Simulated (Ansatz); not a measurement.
One change: `COB(N)O` becomes `COB(O)F`.

Ansatz, PBE0-D4/def2-TZVP geometries, multiplicity 1. Each molecule was computed in one conformer, which needn't be the lowest.

```
                                        property  `COB(N)O`
           HOMO energy (ωB97M-V/def2-TZVPP) / eV      -9.99
size of the dipole moment (B3LYP/def2-TZVPP) / D       1.87
             HOMO–LUMO gap (PBE/def2-TZVPP) / eV       6.14
           LUMO energy (ωB97M-V/def2-TZVPP) / eV       2.18
            HOMO–LUMO gap (PBE0/def2-TZVPP) / eV       8.44
               HOMO energy (PBE/def2-TZVPP) / eV      -6.08
```

Question: What does the change do to each property? (Best estimate.)

Answer: Ansatz gave: 
```csv
property,`COB(O)F`,shift
HOMO energy (ωB97M-V/def2-TZVPP) / eV,-11.22,-1.23
size of the dipole moment (B3LYP/def2-TZVPP) / D,1.75,-0.12
HOMO–LUMO gap (PBE/def2-TZVPP) / eV,7.04,0.90
LUMO energy (ωB97M-V/def2-TZVPP) / eV,1.99,-0.19
HOMO–LUMO gap (PBE0/def2-TZVPP) / eV,9.48,1.04
HOMO energy (PBE/def2-TZVPP) / eV,-7.20,-1.12
```

With PBE0 the HOMO falls by 1.24 eV and the LUMO falls by 0.19 eV, so the gap widens by about 1.05 eV. PBE moves the HOMO by -1.12 eV and ωB97M-V by -1.23 eV. Dipoles are sizes alone; their direction can turn.

B3LYP here is the variant with VWN-RPA as its local correlation; programs differ in this.
